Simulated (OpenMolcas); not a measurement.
# Ni III: CASPT2 settings compared

| Quantity | Value |
| --- | --- |
| Program | OpenMolcas 26.06 |
| Basis | ANO-R2 [6s5p4d2f1g] |
| Scalar Hamiltonian | X2C, finite nucleus |
| Active space | 8 electrons in 5 orbitals (3d) |
| State averaging | 2S+1 = 3 even, 10 roots; 2S+1 = 1 even, 15 roots |
| Spin-orbit coupling | state interaction with AMFI integrals over the reference wave functions, term energies averaged over their components |

Methods on the same reference wave functions:
A. CASSCF
B. SS-CASPT2, IPEA 0.1 Eh, imaginary shift 0.15 Eh (closed shells correlated: none)
C. SS-CASPT2, IPEA 0.6 Eh, sigma1 regulariser 0.25 Eh (closed shells correlated: 2s 2p 3s 3p)
D. XMS-CASPT2, IPEA 0.1 Eh, imaginary shift 0.15 Eh (closed shells correlated: none)

Energies in cm-1 above 3d8 3F4, the measured ground level; measured values from Corliss and Sugar, J. Phys. Chem. Ref. Data 10, 197 (1981).

| Level | A | B | C | D | Measured |
| --- | --- | --- | --- | --- | --- |
| 3d8 3F4 | 0.0 | 0.0 | 0.0 | 0.0 | 0.0 |
| 3d8 3F3 | 1358 | 1360 | 1361 | 1359 | 1361 |
| 3d8 3F2 | 2292 | 2280 | 2270 | 2280 | 2270 |
| 3d8 1D2 | 17143 | 14790 | 13350 | 15280 | 14032 |
| 3d8 3P2 | 20766 | 17400 | 17120 | 17700 | 16662 |
| 3d8 3P1 | 21156 | 17640 | 17520 | 17890 | 16978 |
| 3d8 3P0 | 21428 | 17900 | 17780 | 18150 | 17231 |
| 3d8 1G4 | 26577 | 24150 | 22940 | 24480 | 23109 |
| 3d8 1S0 | 64022 | 55070 | 52800 | 55720 | 52532 |

Deviations, from unrounded energies. A percentage is the sum of absolute deviations over the sum of measured energies, with the sign that they share, or ± where signs differ.

```tsv
Against measurement	Levels	A	B	C	D
mean absolute deviation (cm-1)	8	3800	800	330	1100
fine structure of the ground term (%)	2	±0.7	±0.4	±0.0	±0.4
other terms of the ground configuration (%)	6	+21.7	+4.6	±1.9	+6.2
```

C lies closest to measurement on these levels and A furthest from it. The largest miss of C in the table is 3d8 1D2, by -680 cm-1. The ranking rests on the paired levels alone, and a cruder setting can come out closer through cancelling errors.

Among B to D the level of the table that moves most is 3d8 1S0, by 2900 cm-1 (lowest in C, highest in D). Moves below CASPT2's spread within the term are not significant.

From A to B the spin-free energies of the other terms of 3d8 shown, above 3F, scale by factors of 0.82 to 0.90, as is usual when dynamic correlation screens the repulsion within a d or f shell.

The lowest spin-free term lies below A's lowest term by 0.275 hartree in B, 0.717 hartree in C, 0.279 hartree in D.

CASPT2 does not keep the components of a term degenerate, so their means are used; among the terms shown or strongly mixed into the levels shown the widest spread is 750 cm-1 (3d8 1G, B). Without dynamic correlation excited terms often stand tens of per cent too high (terms of higher spin than the ground term too low), and those without a measured partner can miss by more than the paired ones (holds for A). Some levels mix across a computed gap that differs much from the measured one, so their mixing is not that of the real levels (holds for A; C). Measured partners are found by configuration, term and J. A level has none where our copy of the source lacks it or the pairing is in doubt (some pairs that miss far off the trend of their configuration count as doubtful), and it then counts in no deviation. Levels of configurations outside the active space are missing.
